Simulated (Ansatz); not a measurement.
One change: `C#[C][AlH][NH2]` becomes `NC#[C][AlH][NH2]`.

Ansatz, PBE0-D4/def2-TZVP geometries, multiplicity 1. Each molecule was computed in one conformer, which needn't be the lowest.

| property | `C#[C][AlH][NH2]` |
| --- | --- |
| zero-point energy (PBE0-D4/def2-TZVP) / kJ/mol | 135.0 |
| LUMO energy (B3LYP/def2-TZVPP) / eV | -1.13 |
| HOMO–LUMO gap (PBE0/def2-TZVPP) / eV | 6.63 |
| HOMO–LUMO gap (PBE/def2-TZVPP) / eV | 4.49 |
| size of the dipole moment (B3LYP/def2-TZVPP) / D | 1.12 |
| HOMO–LUMO gap (ωB97M-V/def2-TZVPP) / eV | 10.74 |

Problem. Give the same properties after the change, and the shifts. (Best estimate.)

Solution. The calculation gave: 
```csv
property,`NC#[C][AlH][NH2]`,shift
zero-point energy (PBE0-D4/def2-TZVP) / kJ/mol,181.0,46.0
LUMO energy (B3LYP/def2-TZVPP) / eV,-0.43,0.70
HOMO–LUMO gap (PBE0/def2-TZVPP) / eV,6.19,-0.44
HOMO–LUMO gap (PBE/def2-TZVPP) / eV,4.27,-0.22
size of the dipole moment (B3LYP/def2-TZVPP) / D,2.64,1.52
HOMO–LUMO gap (ωB97M-V/def2-TZVPP) / eV,10.00,-0.74
```

With PBE0 the HOMO rises by 1.13 eV and the LUMO rises by 0.69 eV, so the gap narrows by about 0.44 eV. PBE moves the HOMO by 0.97 eV and ωB97M-V by 1.32 eV. The zero-point energy changes by 46.0 kJ/mol with +6 modes. Dipoles are sizes alone; their direction can turn.

B3LYP here is the variant with VWN-RPA as its local correlation; programs differ in this.
